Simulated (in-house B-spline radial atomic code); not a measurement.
A fraction x of an electron is removed from 5p in the xenon ion Xe⁵⁺, starting from [Kr] 4d10 5s2 5p1 and keeping the highest spin. All numbers are computed (scalar-relativistic (X2C) BP86, spin-polarised, spherical fractional occupations; Fermi nucleus of rms radius 4.7859 fm) with an all-electron radial atomic-structure program (B-spline basis), not measured.

| x | E(x) - E(0) (eV) | 5p up level (eV) |
| --- | --- | --- |
| 0 | 0.0000 | -59.935 |
| 0.04 | 2.4063 | -60.381 |
| 0.2 | 12.2104 | -62.169 |
| 0.35 | 21.6615 | -63.846 |
| 0.46 | 28.7521 | -65.075 |
| 0.5 | 31.3640 | -65.521 |
| 0.57 | 35.9778 | -66.302 |
| 0.72 | 46.0484 | -67.972 |
| 0.77 | 49.4609 | -68.527 |
| 1 | 65.5145 | - |

The exact functional would give a straight line between the two integer points. Deviations E(x) - E(0) - x[E(1) - E(0)], in eV: -0.214 at x = 0.04, -0.893 at x = 0.2, -1.269 at x = 0.35, -1.385 at x = 0.46, -1.393 at x = 0.5, -1.365 at x = 0.57, -1.122 at x = 0.72, -0.985 at x = 0.77.

The curve lies below the straight line by up to 1.393 eV (at x = 0.5): convex, the delocalisation error that favours fractional charges.

Problem. How well does Slater's transition state (minus the level at half occupation) give the ionisation energy?

Solution. It gives 65.521 eV against 65.514 eV from the two total energies; NIST lists 66.70 eV, ground level to ground level.
